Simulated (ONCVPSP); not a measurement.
Scattering properties, ONCV potential for Te

tellurium (Te), optimised norm-conserving Vanderbilt (ONCV), made with ONCVPSP 4.0.1 (BLYP, scalar-relativistic). Core [Kr] 4d10, reference 5s2 5p4. Waves: 5s: rc 1.80 bohr, ncon 4, nbas 8, qcut 3.1 1/bohr, 2 projectors, debl 3.1 Ha; 5p: rc 1.80 bohr, ncon 5, nbas 8, qcut 4.4 1/bohr, 1 projector. Local part: polynomial inside 1.25 bohr (lpopt 1, dvloc0 1 Ha). Core correction: none.

The phase is arctan(r·R′/R) of the radial function R(r), unwrapped; energies in Ha, scanned from -2 to 5 Ha. A pole is an energy at which the radial function vanishes at the test radius. The pseudo phase is shifted by a multiple of π to meet the all-electron one at the reference energy, and phase errors are pseudo minus all-electron; the curves can meet again beyond the range given. Levels narrower than the energy grid can be missing from the lists of poles.

| channel | radius (bohr) | reference energy (Ha) | poles, all-electron | poles, pseudo | unbroken range about the reference energy with phases within 0.05 rad | phase error 1 Ha above the reference energy (rad) |
| --- | --- | --- | --- | --- | --- | --- |
| s | 1.83 | -0.55 | 2.08 | 1.16, 2.08 | below 1.1 | -0.002 |
| p | 1.83 | -0.21 | 3.19 | 0.57, 3.97 | below 0.2 | -2.567 |

Note: no bound ghost flagged; GHOST(+) flagged for s at 31.6 eV.

Phases in the p channel:

| E (Ha) | all-electron | pseudo |
| --- | --- | --- |
| -1.98 | 1.129 | 1.085 |
| -1.62 | 1.039 | 0.994 |
| -1.26 | 0.901 | 0.855 |
| -0.90 | 0.667 | 0.626 |
| -0.54 | 0.256 | 0.236 |
| -0.18 | -0.322 | -0.322 |
| 0.18 | -0.795 | -0.847 |
| 0.54 | -1.073 | -1.442 |
| 0.90 | -1.233 | -4.052 |
| 1.26 | -1.334 | -4.328 |
| 1.62 | -1.404 | -4.444 |
| 1.98 | -1.456 | -4.516 |
| 2.34 | -1.497 | -4.569 |
| 2.70 | -1.531 | -4.609 |
| 3.06 | -1.561 | -4.643 |
| 3.42 | -1.588 | -4.672 |
| 3.78 | -1.614 | -4.699 |
| 4.14 | -1.641 | -4.724 |
| 4.50 | -1.669 | -4.750 |
| 4.86 | -1.701 | -4.776 |
